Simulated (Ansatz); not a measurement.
# Relative stability

Two isomers of CH₃NZn, closed shell, relaxed at PBE0-D4/def2-TZVP (vibrations not checked).

A:

```csv
atom,x (Å),y (Å),z (Å)
N1,-0.3402,-0.9780,-0.7243
C2,0.0975,0.2183,-0.6741
Zn3,0.7155,0.7523,1.1058
H4,-0.6579,-1.2356,-1.6644
H5,0.1058,0.8515,-1.5766
H6,1.1818,1.0994,2.5313
```

B:

| atom | x (Å) | y (Å) | z (Å) |
| --- | --- | --- | --- |
| C1 | -0.7381 | -0.2434 | -0.9194 |
| N2 | 0.0183 | -0.6143 | 0.0077 |
| Zn3 | 1.0211 | 0.2515 | 1.2699 |
| H4 | -1.2412 | -0.9867 | -1.5605 |
| H5 | -0.9712 | 0.8031 | -1.1820 |
| H6 | 1.9111 | 0.7897 | 2.3843 |

Computed with Ansatz 0.2.0 (basis: def2-TZVPP); correlated methods freeze the cores. The 3s and 3p shells of Cu and Zn are frozen; filled d shells are correlated. B3LYP uses VWN-RPA correlation.

Problem. Which structure is lower at CCSD(T), and by how much? (An estimate is asked for; the value comes from the calculation.)

Solution. The calculation gives: B, by 0.326 eV (electronic energy, against the other). By their contacts, A is CH₃NZn ([NH][CH][ZnH]) and B is CH₃NZn ([CH2][N][ZnH]).

All methods give the same order:

```tsv
method	E(B) − E(A) (eV)
PBE-D4	-0.324
r2SCAN-D4	-0.369
PBE0-D4	-0.323
B3LYP-D4	-0.361
wB97M-V	-0.310
HF	-0.394
MP2	-0.374
CCSD	-0.331
CCSD(T)	-0.326
```

No T1 diagnostic of these runs exceeds 0.018.

Labels in which every atom is bracketed show which atoms are joined, not bond orders.
